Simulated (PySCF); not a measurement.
**C₆ coefficients of unlike pairs at LC-wPBE**

Calculated with PySCF 2.14 from the dipole response of each species, C₆(A,B) = (3/π) ∫ α_A(iu) α_B(iu) du, in atomic units, from isotropic polarisabilities. For ions this is the dispersion term alone; charge-induced terms of lower order in 1/R come first.

```json
{"species": "N", "configuration": "[He] 2s2 2p3 (4S)", "basis": "aug-cc-pVDZ (4s3p2d)", "relativity": "none", "α (bohr³)": "7.079", "C₆ (like pair)": "23.77"}
{"species": "Cl²⁺", "configuration": "[Ne] 3s2 3p3 (4S)", "basis": "aug-cc-pV(Q+d)Z (7s6p5d3f2g)", "relativity": "none", "α (bohr³)": "5.852", "C₆ (like pair)": "20.76"}
{"species": "Co³⁺", "configuration": "[Ar] 3d6 (5D)", "basis": "aug-cc-pVTZ-DK (8s7p5d3f2g)", "relativity": "spin-free X2C", "α (bohr³)": "1.857", "C₆ (like pair)": "4.491"}
{"species": "Be⁺", "configuration": "[He] 2s1 (2S)", "basis": "dyall-av3z (15s9p4d2f)", "relativity": "spin-free X2C", "α (bohr³)": "23.24", "C₆ (like pair)": "63.82"}
```

**Question.** Estimate C₆ for Be⁺ with Co³⁺.

**Answer.** The integral gives 9.737. The combination rule 2 C_A C_B / (C_A α_B/α_A + C_B α_A/α_B) gives 9.354 and the geometric mean 16.93.

No spin-orbit coupling is included.

The other pairs:

```tsv
pair	C₆
Be⁺, N	31.51
Be⁺, Cl²⁺	27.63
Co³⁺, Cl²⁺	8.900
Cl²⁺, N	22.12
Co³⁺, N	9.220
```
